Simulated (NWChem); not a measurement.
System: SnH3OBr; SMILES [OH][SnH2][Br]

Input file for NWChem:

```
start job
memory heap 200 mb stack 900 mb global 1100 mb
geometry units angstroms
  Sn     0.183779    -0.855730    -0.006389
  O      2.076532    -0.640091    -0.367600
  Br    -0.714341     1.438661     0.083125
  H     -0.425026    -1.707402    -1.318922
  H     -0.032830    -1.603054     1.493840
  H      2.480849     0.205168    -0.177127
end
basis spherical
  * library def2-svp
end
ecp
  Sn library def2-ecp
end
dft
  xc pbe0
  iterations 150
end
driver
  maxiter 120
end
task dft optimize
dft
  grid fine
  convergence energy 1d-8 density 1d-7
end
task dft freq numerical
```

This build's default masses of Se (78.918 u) and Br (79.917 u) are each other's, which moves their modes by up to 0.6 %. def2 effective core potentials on Sn; no spin-orbit coupling.

The level has its own optimisation; frequencies are unscaled.

### Question
What results follow from this input? (PBE0/def2-SVP with def2 effective core potentials on Sn.) Quantities: r O–Sn (Å); r Br–Sn (Å); r H–O (Å); highest harmonic frequency (cm⁻¹); lowest (cm⁻¹); zero-point energy (kcal/mol).

### Answer
r O–Sn (Å): 1.977
r Br–Sn (Å): 2.500
r H–O (Å): 0.964
highest harmonic frequency (cm⁻¹): 3895
lowest (cm⁻¹): 119
zero-point energy (kcal/mol): 17.4
